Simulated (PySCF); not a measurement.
C$_{2}$H$_{2}$Cl (SMILES [CH]=CCl), doublet (typed; the unrestricted solution is spin-contaminated), at a GFN2-xTB geometry. Base run: HF/cc-pVDZ (PySCF).

Input for PySCF:
```python
from pyscf import gto, scf

mol = gto.Mole()
mol.atom = '''
    C    -0.15812136    0.84949158    0.00022359
    C     0.97259348    1.42818972    0.01535444
    Cl   -0.33990486   -0.95740851   -0.00651845
    H    -1.13412407    1.30084788   -0.01044600
    H     2.02567392    1.30900905    0.02779152
'''
mol.basis = 'cc-pvdz'
mol.spin = 1
mol.verbose = 4
mol.build()

mf = scf.UHF(mol)
mf.kernel()
mf.analyze()
```

The base run was repeated with changes; each row names its change, and settings that it needs were set with it.

| change | ΔE vs base (mEh) | fitting functions | dipole (D) |
|---|---|---|---|
| base | 0.000 | - | 1.65 |
| auxbasis = cc-pvdz-jkfit | 0.200 | 298 | 1.65 |
| auxbasis = def2-universal-jkfit | 0.061 | 314 | 1.65 |
| auxbasis = cc-pvtz-ri | 2.823 | 344 | 1.65 |
| auxbasis = even-tempered beta=2.0 | -0.019 | 458 | 1.66 |
| auxbasis = def2-universal-jfit | 2071.8 | 171 | 1.62 |
| auxbasis = even-tempered beta=1.6 | 0.002 | 668 | 1.65 |
| auxbasis = autoaux | 0.139 | 424 | 1.65 |
| auxbasis = def2-svp-ri | 277.5 | 186 | 1.61 |
| only_dfj = on; auxbasis = def2-universal-jfit | -0.110 | 171 | 1.65 |

A fitting set is made for a task (jfit for Coulomb, jkfit for Coulomb and exchange, ri for correlation) and for a family of orbital bases.

Open shells are given as the SCF converged; they aren't shown to be the lowest states, and a large step between rows can be another state.
